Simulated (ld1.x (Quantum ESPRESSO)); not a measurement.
**Ga: one change to a TM semilocal potential, before and after**

```
Element                 : gallium
Generator               : ld1.x (Quantum ESPRESSO) 7.5
Type                    : norm-conserving Troullier–Martins (semilocal form)
Functional              : PBEsol
Relativity              : scalar-relativistic
Frozen core             : [Ar] 3d10
Valence charge          : 3
Reference configuration : 4s2 4p0.5 (charge +0.5)
Partial waves           : 4s (bound): rc 1.90 bohr; 4d channel at 0.35 Ry: rc 1.70 bohr; 4p (bound): rc 1.80 bohr
Local potential         : the p channel
Core correction         : none
```

Change: non-relativistic.

Cutoffs: the cutoffs (Ry, on a coarse ladder) from which the occupation-weighted sum of valence levels, in a spherical-Bessel basis at the reference potential, stays within 10 and 1 mRy of its value at 400 Ry; they do not see the model core or the augmentation charge, which bear on the density cutoff. Errors are all-electron minus pseudo energies relative to the spin-unpolarised reference configuration.

**Question.** Predict the effect on cutoff, ghosts and configuration errors.

**Answer.** The potential gets neither clearly harder nor softer (15 Ry and 35 Ry → 15 Ry and 35 Ry); of the 7 tests that both files solve, the error grows in 0 and shrinks in 2 by more than 15 % and 0.3 meV (median size 11.7 → 12.9 meV); neither file shows a bound ghost. A semilocal file is local in each channel, so a ghost entry of none says nothing of the separable form that plane-wave codes build from it.

```csv
quantity,base,changed
"cutoff, loose",15 Ry,15 Ry
"cutoff, tight",35 Ry,35 Ry
bound ghosts,none,none
"error for 4s2 4p1, meV [ΔE -2.03 → -2.05 eV]",+0.5,0.0
"error for 4s2 4p0, meV [ΔE 3.65 → 3.67 eV]",-0.1,-0.2
"error for 4s1 4p0, meV [ΔE 24.79 → 24.44 eV]",+21,+23
"error for 4s0 4p3, meV [ΔE 11.36 → 10.73 eV]",+72,+64
"error for 4s2 4p1.3, meV [ΔE -2.56 → -2.59 eV]",+1.2,+0.2
"error for 4s1 4p2, meV [ΔE 4.52 → 4.21 eV]",+19,+17
"error for 4s1 4p1, meV [ΔE 11.06 → 10.74 eV]",+12,+13
s: phases at 2.06 bohr within 0.05 rad from the reference energy up to (Ry; the scan ends near 5),3.8,3.9
p: phases at 2.06 bohr within 0.05 rad from the reference energy up to (Ry; the scan ends near 5),4.4,4.3
d: phases at 2.06 bohr within 0.05 rad from the reference energy up to (Ry; the scan ends near 5),0.6,0.7
```
